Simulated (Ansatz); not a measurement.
Relaxation of C2H8AlClSi2 (14 atoms, charge 0, multiplicity 1), to a largest force component of 0.02 eV/Å in at most 50 steps.

Level of theory: Ansatz, RKS LDA/STO-3G.

```xyz
14
Properties=species:S:1:pos:R:3
Si 0.764 -2.834 -0.225
C 0.268 -0.998 -0.093
C -0.985 -0.557 0.229
Cl -2.223 -1.635 0.586
Al -1.314 1.372 0.350
Si 0.403 2.951 -0.075
H -0.100 -3.418 -1.258
H 2.169 -2.896 -0.625
H 0.501 -3.436 1.099
H 1.066 -0.281 -0.272
H -1.631 -0.596 -0.648
H 1.529 2.723 0.886
H 0.838 2.773 -1.465
H -0.143 4.313 0.103
```

Question: Where does it end, and by what steps?

Answer: It converged. Limits of this set-up: minimal basis. After 37 steps the energy has fallen by 5.959 eV; H10 moved furthest, 2.72 Å. Joined: Si1–Al5, C2–Al5.

```tsv
step	energy less start (eV)	largest force component (eV/Å)	accepted
0	0.0000	6.876	yes
2	-3.1138	0.463	yes
4	-3.4756	0.300	yes
6	-3.8068	0.395	yes
8	-4.0325	0.232	yes
10	-4.3377	0.483	yes
12	-4.7627	1.012	yes
14	-5.2679	0.281	yes
16	-5.5694	1.218	yes
18	-5.8058	0.218	yes
20	-5.8708	0.216	yes
22	-5.8970	0.131	yes
24	-5.9020	0.033	yes
26	-5.9062	0.095	yes
28	-5.9066	0.409	no
30	-5.9324	0.131	yes
32	-5.9521	0.242	yes
34	-5.9551	0.291	yes
36	-5.9591	0.036	yes
37	-5.9593	0.010	yes
```

```xyz
14
Properties=species:S:1:pos:R:3
Si 0.774 -1.978 -0.106
C -0.347 -1.071 -1.247
C -1.619 -0.700 -0.465
Cl -2.476 -1.997 0.567
Al -0.166 0.414 -0.077
Si 0.934 2.317 0.477
H 0.368 -3.200 0.565
H 2.159 -2.039 -0.532
H 0.725 -0.931 1.001
H -0.394 -1.336 -2.307
H -2.409 -0.287 -1.116
H 2.054 2.032 1.354
H 1.465 2.998 -0.689
H 0.074 3.260 1.168
```

Time of the run: 2.7 min on 1 thread of Intel(R) Xeon(R) Platinum 8259CL CPU @ 2.50GHz (Skylake/Cascade Lake) (shared host), peak memory 0.24 GiB.
